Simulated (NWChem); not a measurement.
System meant: CH6BN; SMILES BNC

The following NWChem deck was run.

```
start job
memory heap 200 mb stack 900 mb global 1100 mb
geometry units angstroms noautoz
  B      0.229992    -1.358373     0.000000
  H     -0.432795    -2.370687     0.000000
  H      1.441021    -1.382308     0.000000
  N     -0.420938    -0.132848     0.000000
  C      0.178754     1.178259     0.000000
  H     -1.435319    -0.120991     0.000000
  H     -0.109910     1.762705     0.890370
  H     -0.109910     1.762705    -0.890370
  H      1.272496     1.078096     0.000000
end
basis spherical
  * library def2-svp
end
dft
  xc xpbe96 cpbe96
  iterations 4
  mulliken
end
task dft energy
```

End of the output:

```
    Atom       Charge   Shell Charges
 -----------   ------   -------------------------------------------------------
    1 B    5     5.17   1.96  0.53  0.29  1.47  0.74  0.17
    2 H    1     1.04   0.64  0.37  0.03
    3 H    1     1.04   0.64  0.37  0.03
    4 N    7     6.93   1.97  0.70  0.38  2.26  1.58  0.04
    5 C    6     6.00   1.96  0.58  0.30  1.89  1.18  0.10
    6 H    1     0.91   0.60  0.20  0.12
    7 H    1     0.97   0.64  0.27  0.06
    8 H    1     0.97   0.64  0.27  0.06
    9 H    1     0.96   0.64  0.26  0.06

 center of mass
 --------------
 x =  -0.01791731 y =  -0.09127076 z =   0.00000000

 moments of inertia (a.u.)
 ------------------
         192.016735051088          -0.000000000000           0.000000000000
          -0.000000000000          39.463696486735           0.000000000000
           0.000000000000           0.000000000000         220.067851741452

     Multipole analysis of the density
     ---------------------------------

     L   x y z        total         alpha         beta         nuclear
     -   - - -        -----         -----         ----         -------
     0   0 0 0     -0.000000    -12.000000    -12.000000     24.000000

     1   1 0 0     -0.435678     -0.217839     -0.217839      0.000000
     1   0 1 0      0.811410      0.405705      0.405705      0.000000
     1   0 0 1     -0.000000     -0.000000     -0.000000      0.000000

     2   2 0 0    -14.256033    -20.810596    -20.810596     27.365159
     2   1 1 0      0.434994     -0.252520     -0.252520      0.940034
     2   1 0 1      0.000000      0.000000      0.000000      0.000000
     2   0 2 0    -16.882017    -66.652131    -66.652131    116.422245
     2   0 1 1     -0.000000     -0.000000     -0.000000      0.000000
     2   0 0 2    -15.530526    -10.596256    -10.596256      5.661985

 ------------------------------------------------------------------------
 dft energy failed                                                                                  0
 ------------------------------------------------------------------------
 ------------------------------------------------------------------------
  current input line :
    22: task dft energy
 ------------------------------------------------------------------------
 ------------------------------------------------------------------------
 This type of error is most commonly associated with calculations not reaching convergence criteria
 ------------------------------------------------------------------------
 For more information see the NWChem manual at https://nwchemgit.github.io

0:dft energy failed:Received an Error in Communication
```

Question: Find the fault in this run and fix the input.

Answer: Convergence was not reached. Cause: the SCF was allowed too few iterations. This input runs:
```
start job
memory heap 200 mb stack 900 mb global 1100 mb
geometry units angstroms noautoz
  B      0.229992    -1.358373     0.000000
  H     -0.432795    -2.370687     0.000000
  H      1.441021    -1.382308     0.000000
  N     -0.420938    -0.132848     0.000000
  C      0.178754     1.178259     0.000000
  H     -1.435319    -0.120991     0.000000
  H     -0.109910     1.762705     0.890370
  H     -0.109910     1.762705    -0.890370
  H      1.272496     1.078096     0.000000
end
basis spherical
  B library def2-svp
  H library def2-svp
  N library def2-svp
  C library def2-svp
end
dft
  xc xpbe96 cpbe96
  iterations 150
  mulliken
end
task dft energy
```
It converges to -121.07443 Ha (PBE/def2-SVP).
